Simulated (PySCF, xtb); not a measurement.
In(Cl)(Br)(vinyl) (C₂H₃BrClIn), SMILES C=[CH][In]([Br])[Cl]. The values are those of a single conformer.

Harmonic wavenumbers (cm⁻¹) from GFN2-xTB in xtb at its own minimum, in rising order: 46, 56, 73, 100, 216, 235, 300, 422, 431, 890, 927, 989, 1139, 1368, 1642, 3011, 3022, 3036.

Question: What does PBE-D3(BJ)/def2-SVP (PySCF 2.14.0) give at its own minimum? (The exact figures need the calculation; the answer reports its results.)

Answer: 53, 56, 81, 117, 237, 258, 355, 446, 500, 946, 948, 985, 1181, 1359, 1599, 3040, 3101, 3135. Paired by order, the mean absolute difference is 34 cm⁻¹ and the zero-point energies are 25.6 and 26.3 kcal/mol.
